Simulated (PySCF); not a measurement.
2-bromobenzenethiol, C6H5BrS.
Geometry (PBE0-D3(BJ)/def2-SVP, Å), atoms numbered from 1 in this order:
```
atom  x, y, z in Å
S1     1.6546   -1.3181   -1.5300
C2    -0.0535   -1.1760   -1.1380
C3    -0.9025   -2.1665   -1.6592
C4    -2.2684   -2.1501   -1.4118
C5    -2.8285   -1.1382   -0.6326
C6    -2.0079   -0.1473   -0.1058
C7    -0.6350   -0.1648   -0.3546
Br8    0.4078    1.2209    0.4017
H9     2.0520   -0.2155   -0.8586
H10   -0.4677   -2.9612   -2.2706
H11   -2.8998   -2.9357   -1.8324
H12   -3.9016   -1.1168   -0.4327
H13   -2.4258    0.6535    0.5067
```

Computed with PySCF at CAM-B3LYP/def2-SVPD, non-relativistic, on one gas-phase PBE0-D3(BJ)/def2-SVP geometry that isn't relaxed in the solvent. The solvent is an IEF-PCM continuum (Bondi radii, 1.10 Å for H, scaled by 1.2), and excitations are vertical TDDFT with non-equilibrium linear response and a frozen core. Specific hydrogen bonds and non-electrostatic terms are outside this model. Spin–orbit coupling is left out although an atom past zinc is present.

```tsv
run	E − E(gas) (kcal/mol)	HOMO (eV)	HOMO–LUMO gap (eV)	dipole (D)	lowest singlet (eV)	static polarisability (au)
gas	0.00	-7.77	8.02	1.48	4.90	111.3
P	-2.55	-7.75	8.09	1.85	4.94	144.6
Q	-3.47	-7.76	8.11	1.96	4.95	158.6
```

Task: The runs were made in acetone and chloroform. Which run belongs to which solvent?

Result: P = chloroform, Q = acetone. The dielectric constants are 4.711 (chloroform), 20.49 (acetone), and the energy falls further as ε rises. The optical constants n² used for the excitations are 2.09, 1.85 in the same order. In this model the ground state sees the solvent through ε alone.

Task: How constant is the ratio of the lowering to (ε − 1)/(2ε + 1)?

Result: 
```csv
solvent,(ε − 1)/(2ε + 1),E − E(gas) (kcal/mol),ratio (kcal/mol),polarisation term (kcal/mol)
chloroform,0.356,-2.55,-7.2,-2.78
acetone,0.464,-3.47,-7.5,-3.90
```

The ratio changes by +4.5 % in size from chloroform to acetone. The polarisation term is half the interaction of the solute with the induced surface charges.
